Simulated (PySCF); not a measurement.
The numbers are results of PBE-D3(BJ)/def2-TZVP // PBE0-D3(BJ)/def2-SVP run with PySCF, not measurements. All species are isolated molecules in the gas phase. One relaxed conformer stands for a flexible species; it need not be the lowest. Excitations are Tamm–Dancoff values on a coarser integration grid. The basis has no diffuse functions, so Rydberg states are missing or too high.

Reference species (SMILES): `C[O][Ge]([O]C)([O]C)[O]C` (neutral, multiplicity 1).

```json
{
 "HOMO–LUMO gap": "5.62 eV",
 "S1–T1 gap (TDA)": "0.31 eV",
 "HOMO": "-6.45 eV"
}
```

Changed species: `C[O][Ge]([I])([I])[O]C` (C–O–Ge–I torsion -63°, I–Ge–O–C torsion -178°) (2 of 4 OCH3 replaced by I; the reference has 0 of 4 OCH3 replaced by I).

**Question.** What does the change do to the HOMO–LUMO gap, S1–T1 gap (TDA) and HOMO?

**Answer.** the HOMO–LUMO gap falls by 1.95 eV, to 3.67 eV; the S1–T1 gap (TDA) rises by 0.04 eV, to 0.35 eV; the HOMO falls by 0.11 eV, to -6.56 eV.
